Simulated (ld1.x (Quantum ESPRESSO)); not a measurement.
## Logarithmic derivatives: Tb (Z = 65), ultrasoft

ld1.x (Quantum ESPRESSO) 7.5 input, shortened:

```
&input
   title='Tb', zed=65., rel=2, dft='PBE', iswitch=3,
   config='[Xe] 4f9 5d0 6s0 6p0', rel_dist='average'
 /
 &inputp
   pseudotype=3, tm=.true., lloc=-1, rcloc=1.85,
   nlcc=.false.,
   which_augfun='PSQ', rmatch_augfun=1.00
 /
8
5S  1  0   2.00   0.00  1.80  2.30  0.0
6S  2  0   0.00   0.00  1.80  2.30  0.0
5P  2  1   6.00   0.00  2.10  2.30  0.0
6P  3  1   0.00   0.00  2.10  2.30  0.0
5D  3  2   0.00   0.00  1.90  2.30  0.0
5D  3  2   0.00   1.65  1.90  2.30  0.0
4F  4  3   9.00   0.00  1.15  1.45  0.0
4F  4  3   0.00  -0.60  1.15  1.45  0.0
 &test
   configts(1)='4f9 5s2 5p6 5d0 6s0 6p0'
 /
```

Open shells are filled in proportion to 2j + 1 (rel_dist='average').

The phase is arctan(r·u′/u) with u = r·R(r), unwrapped; energies in Ry, scanned from -7 to 5 Ry. A pole is an energy at which the radial function vanishes at the test radius. The pseudo phase is shifted by a multiple of π to meet the all-electron one at the reference energy, and phase errors are pseudo minus all-electron; the curves can meet again beyond the range given. Levels narrower than the energy grid can be missing from the lists of poles.

```csv
channel,radius (bohr),reference energy (Ry),"poles, all-electron","poles, pseudo",unbroken range about the reference energy with phases within 0.05 rad,phase error 1 Ry above the reference energy (rad)
s,2.51,-1.05,"-4.33, 3.75","-4.33, 3.82",the whole range,+0.002
p1/2,2.51,-0.77,-2.72,-2.72,the whole range,+0.001
p3/2,2.51,-0.73,-2.28,-2.28,the whole range,+0.001
d3/2,2.51,-1.01,0.33,0.33,below 3.7,+0.000
d5/2,2.51,-0.99,0.41,0.41,below 3.8,+0.000
f5/2,2.51,-1.27,"-1.20, 3.88","-1.20, 3.92",the whole range,+0.000
f7/2,2.51,-1.21,"-1.14, 3.91","-1.14, 3.96",the whole range,+0.000
```

The ghost test of this file was not conclusive. Its overlap operator is not positive definite in a basis up to 400 Ry (lowest eigenvalue p1/2 -0.07), so the file is unfit for use: the generalised eigenproblem breaks down once the basis is large enough, and its test numbers describe a broken file.

Phases in the f5/2 channel:

| E (Ry) | all-electron | pseudo |
| --- | --- | --- |
| -7.00 | 1.419 | 1.419 |
| -6.48 | 1.413 | 1.413 |
| -5.96 | 1.405 | 1.406 |
| -5.44 | 1.398 | 1.398 |
| -4.92 | 1.388 | 1.389 |
| -4.40 | 1.378 | 1.378 |
| -3.88 | 1.365 | 1.365 |
| -3.36 | 1.348 | 1.348 |
| -2.84 | 1.326 | 1.326 |
| -2.32 | 1.295 | 1.295 |
| -1.80 | 1.232 | 1.232 |
| -1.28 | -0.996 | -0.996 |
| -0.76 | -1.864 | -1.864 |
| -0.24 | -1.981 | -1.981 |
| 0.28 | -2.158 | -2.158 |
| 0.80 | -2.573 | -2.572 |
| 1.32 | -3.532 | -3.529 |
| 1.84 | -4.209 | -4.206 |
| 2.36 | -4.464 | -4.462 |
| 2.88 | -4.587 | -4.584 |
| 3.40 | -4.661 | -4.659 |
| 3.92 | -4.716 | -4.712 |
| 4.44 | -4.762 | -4.757 |
| 4.96 | -4.808 | -4.800 |
